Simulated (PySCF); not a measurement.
Disilazane, H7NSi2, SMILES [SiH3]N[SiH3], singlet (PBE0/def2-SVP optimised geometry):

```
10

Si    -1.664    -0.832     0.000
N      0.077    -0.832     0.000
Si     1.186     0.479    -0.287
H     -2.197    -1.530     1.212
H     -2.112     0.591     0.000
H     -2.251    -1.520    -1.195
H      0.510    -1.747     0.115
H      1.881     0.382    -1.611
H      2.251     0.516     0.764
H      0.400     1.747    -0.251
```

Calculation: PBE0/def2-TZVP run with PySCF.

**Question.** What are the frontier orbital energies and the dipole moment?

**Answer.** HOMO-2 -9.58 eV, HOMO-1 -9.39 eV, HOMO -7.50 eV, LUMO -0.10 eV, LUMO+1 1.24 eV; dipole moment 0.94 D.

On the same geometry PBE/def2-TZVP (PySCF) gives HOMO-2 -8.22 eV, HOMO-1 -8.05 eV, HOMO -6.17 eV, LUMO -0.94 eV, LUMO+1 0.39 eV; dipole moment 0.94 D.

Meta-Löwdin charges at PBE0/def2-TZVP: Si1 0.60, N2 -0.80, Si3 0.60, H4 -0.11, H5 -0.10, H6 -0.12, H7 0.24, H8 -0.12, H9 -0.11, H10 -0.10.
